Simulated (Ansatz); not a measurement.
A made-up structure of SiH2O2F (charge -1), singlet:

```json
{"atom": "O1", "x (Å)": "0.4366", "y (Å)": "-1.2791", "z (Å)": "-1.0043"}
{"atom": "Si2", "x (Å)": "-0.1117", "y (Å)": "0.0259", "z (Å)": "-0.3752"}
{"atom": "O3", "x (Å)": "0.3330", "y (Å)": "0.2603", "z (Å)": "1.2354"}
{"atom": "F4", "x (Å)": "-1.7416", "y (Å)": "0.1731", "z (Å)": "-0.3039"}
{"atom": "H5", "x (Å)": "0.2373", "y (Å)": "1.3312", "z (Å)": "-1.0385"}
{"atom": "H6", "x (Å)": "0.5668", "y (Å)": "-0.9961", "z (Å)": "0.3400"}
```

It is relaxed with PBE-D4/def2-SVPD and then PBE0-D4/def2-TZVPD (Ansatz 0.2.0). Atoms count as bonded within 1.22 times the sum of their covalent radii (H–H: 0.88 Å). The end point is not checked to be a true minimum.

Q: Does its bonding change? (A judgement: the text doesn't fix the answer.)

A: Computed: Yes. Formed: O1–H6; broken: Si2–H6.

Where it ends: The first stage lowers the energy by 2.62 eV in 13 steps. It ends as SiH₂O₂F ([O][SiH]([OH])[F]), total charge -1:
```
6
angstrom
O 0.3963 -1.1698 -0.7587
Si -0.1840 0.2798 -0.1194
O 0.2099 0.5285 1.3579
F -1.7869 0.1757 -0.4401
H 0.2183 1.3100 -1.1405
H 0.8668 -1.6089 -0.0459
```

Labels in which every atom is bracketed show which atoms are joined, not bond orders.

For scale, one of the runs: PBE0-D4/def2-TZVPD relaxation, 181 basis functions, launched by `ansatz run in.yaml --threads 2 --pin off --events-out ev --progress --plain --max-ram 4352MiB`. Hardware: 2 CPU threads of an Arm Neoverse V2, shared host. Wall time about 26 s.
